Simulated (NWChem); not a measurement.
System: CH$_{3}$FOSe; SMILES F[Se]OC

Output (shortened):

```
             Northwest Computational Chemistry Package (NWChem) 7.3.0
             --------------------------------------------------------

 C1  symmetry detected

                             Geometry "geometry" -> ""
                             -------------------------

 Output coordinates in angstroms (scale by  1.889725989 to convert to a.u.)

  No.       Tag          Charge          X              Y              Z
 ---- ---------------- ---------- -------------- -------------- --------------
    1 Se                  34.0000     0.42670081    -0.53427317     0.05030136
    2 F                    9.0000    -1.31204288    -1.11703111    -0.06967365
    3 O                    8.0000     0.17024317     1.10076193    -0.55513033
    4 C                    6.0000    -0.40196807     2.06842433     0.30557138
    5 H                    1.0000     0.20171269     2.22324492     1.20296349
    6 H                    1.0000    -0.43469538     2.99154319    -0.27328331
    7 H                    1.0000    -1.41659585     1.78713820     0.59475060

 Effective nuclear repulsion energy (a.u.)     286.3675333984

                                Z-matrix (autoz)
                                --------

 Units are Angstrom for bonds and degrees for angles

      Type          Name      I     J     K     L     M      Value
      ----------- --------  ----- ----- ----- ----- ----- ----------
    1 Stretch                  1     2                       1.83772
    2 Stretch                  1     3                       1.76229
    3 Stretch                  3     4                       1.41584
    4 Stretch                  4     5                       1.09257
    5 Stretch                  4     6                       1.09009
    6 Stretch                  4     7                       1.09189
    7 Bend                     1     3     4               118.95162
    8 Bend                     2     1     3                97.70627
    9 Bend                     3     4     5               111.89165
   10 Bend                     3     4     6               105.55085
   11 Bend                     3     4     7               111.13004
   12 Bend                     5     4     6               109.43545
   13 Bend                     5     4     7               109.41511
   14 Bend                     6     4     7               109.32304
   15 Torsion                  1     3     4     5          59.53979
   16 Torsion                  1     3     4     6         178.49008
   17 Torsion                  1     3     4     7         -63.10028
   18 Torsion                  2     1     3     4          77.28357

  pbe96 is a nonlocal functional; adding pw91lda local functional.

                           NWChem Geometry Optimization
                           ----------------------------

 maximum gradient threshold         (gmax) =   0.000450
 rms gradient threshold             (grms) =   0.000300
 maximum cartesian step threshold   (xmax) =   0.001800
 rms cartesian step threshold       (xrms) =   0.001200
 fixed trust radius                (trust) =   0.300000
 source of zmatrix                         =   autoz

          -------------------
          Energy Minimization
          -------------------

 Using diagonal initial Hessian
 Scaling for Hessian diagonals: bonds = 1.00  angles = 0.25  torsions = 0.10

          --------
          Step   0

                                 NWChem DFT Module
                                 -----------------

 Summary of "ao basis" -> "ao basis" (spherical)
 ------------------------------------------------------------------------------
       Tag                 Description            Shells   Functions and Types
 ---------------- ------------------------------  ------  ---------------------
 Se                         def2-svp                12       32   5s4p3d
 F                          def2-svp                 6       14   3s2p1d
 O                          def2-svp                 6       14   3s2p1d
 C                          def2-svp                 6       14   3s2p1d
 H                          def2-svp                 3        5   2s1p

[...]

      ----------------------
      Optimization converged
      ----------------------

  Step       Energy      Delta E   Gmax     Grms     Xrms     Xmax
  ---- ---------------- -------- -------- -------- -------- --------
@   11   -2615.44141555  3.3D-08  0.00002  0.00001  0.00068  0.00137
                                     ok       ok       ok       ok

                                Z-matrix (autoz)
                                --------

 Units are Angstrom for bonds and degrees for angles

      Type          Name      I     J     K     L     M      Value     Gradient
      ----------- --------  ----- ----- ----- ----- ----- ---------- ----------
    1 Stretch                  1     2                       1.79962   -0.00001
    2 Stretch                  1     3                       1.79491    0.00002
    3 Stretch                  3     4                       1.43473    0.00002
    4 Stretch                  4     5                       1.11118    0.00000
    5 Stretch                  4     6                       1.10839    0.00000
    6 Stretch                  4     7                       1.11015    0.00000
    7 Bend                     1     3     4               116.37735   -0.00000
    8 Bend                     2     1     3               100.67698   -0.00000
    9 Bend                     3     4     5               112.00219    0.00000
   10 Bend                     3     4     6               106.04186   -0.00000
   11 Bend                     3     4     7               110.84716   -0.00001
   12 Bend                     5     4     6               109.61543    0.00000
   13 Bend                     5     4     7               109.10199   -0.00000
   14 Bend                     6     4     7               109.16132    0.00000
   15 Torsion                  1     3     4     5          51.25216   -0.00000
   16 Torsion                  1     3     4     6         170.78556   -0.00000
   17 Torsion                  1     3     4     7         -70.85842   -0.00000
   18 Torsion                  2     1     3     4          77.39290   -0.00001

                         Geometry "geometry" -> "geometry"
                         ---------------------------------

 Output coordinates in angstroms (scale by  1.889725989 to convert to a.u.)

[...]

 Rotational Constants
 --------------------
 A=   0.293351 cm-1  (  0.422058 K)
 B=   0.115910 cm-1  (  0.166765 K)
 C=   0.091041 cm-1  (  0.130985 K)

 Temperature                      =   298.15K
 frequency scaling parameter      =   1.0000

 Zero-Point correction to Energy  =   26.535 kcal/mol  (  0.042286 au)
 Thermal correction to Energy     =   29.994 kcal/mol  (  0.047798 au)
 Thermal correction to Enthalpy   =   30.586 kcal/mol  (  0.048742 au)

 Total Entropy                    =   76.631 cal/mol-K
   - Translational                =   40.457 cal/mol-K (mol. weight = 128.9351)
   - Rotational                   =   25.747 cal/mol-K (symmetry #  =        1)
   - Vibrational                  =   10.427 cal/mol-K

 Cv (constant volume heat capacity) =   16.408 cal/mol-K
   - Translational                  =    2.979 cal/mol-K
   - Rotational                     =    2.979 cal/mol-K
   - Vibrational                    =   10.449 cal/mol-K

[normal modes left out]

 ----------------------------------------------------------------------------
 Normal Eigenvalue ||           Projected Infra Red Intensities
  Mode   [cm**-1]  || [atomic units] [(debye/angs)**2] [(KM/mol)] [arbitrary]
 ------ ---------- || -------------- ----------------- ---------- -----------
    1       -0.000 ||    0.000069           0.002         0.067       0.047
    2        0.000 ||    0.000324           0.007         0.316       0.219
    3        0.000 ||    0.001769           0.041         1.725       1.195
    4        0.000 ||    0.000002           0.000         0.002       0.002
    5        0.000 ||    0.000505           0.012         0.492       0.341
    6        0.000 ||    0.000893           0.021         0.871       0.603
    7      111.125 ||    0.001754           0.040         1.709       1.185
    8      117.091 ||    0.003815           0.088         3.719       2.578
    9      264.848 ||    0.010083           0.233         9.829       6.813
   10      323.059 ||    0.001561           0.036         1.522       1.055
   11      604.132 ||    0.072033           1.662        70.221      48.671
   12      624.731 ||    0.024296           0.561        23.684      16.416
   13     1002.470 ||    0.090811           2.095        88.527      61.359
   14     1116.822 ||    0.001692           0.039         1.650       1.143
   15     1133.787 ||    0.003550           0.082         3.461       2.399
   16     1385.535 ||    0.005639           0.130         5.497       3.810
   17     1398.181 ||    0.010882           0.251        10.609       7.353
   18     1422.544 ||    0.009424           0.217         9.187       6.367
   19     2949.914 ||    0.043639           1.007        42.542      29.486
   20     3045.005 ||    0.019224           0.444        18.740      12.989
   21     3070.999 ||    0.008833           0.204         8.611       5.968
 ----------------------------------------------------------------------------
```

Level: PBE-D3(BJ)/def2-SVP. This build's default masses of Se (78.918 u) and Br (79.917 u) are each other's, which moves their modes by up to 0.6 %.

**Question.** Which NWChem input produces such a log?

**Answer.** One answer among several that fit: the input that was run:
```
start job
memory heap 200 mb stack 900 mb global 1100 mb
geometry units angstroms
  Se     0.043798     0.355533     0.455543
  F     -1.686872    -0.024370    -0.031987
  O      0.830189    -0.951838    -0.426516
  C      1.007150    -0.825344    -1.825547
  H      1.608251     0.050041    -2.082629
  H      1.531055    -1.729204    -2.136759
  H      0.045901    -0.769495    -2.340423
end
basis spherical
  * library def2-svp
end
dft
  xc xpbe96 cpbe96
  disp vdw 4
  iterations 150
end
driver
  maxiter 120
end
task dft optimize
task dft freq
```
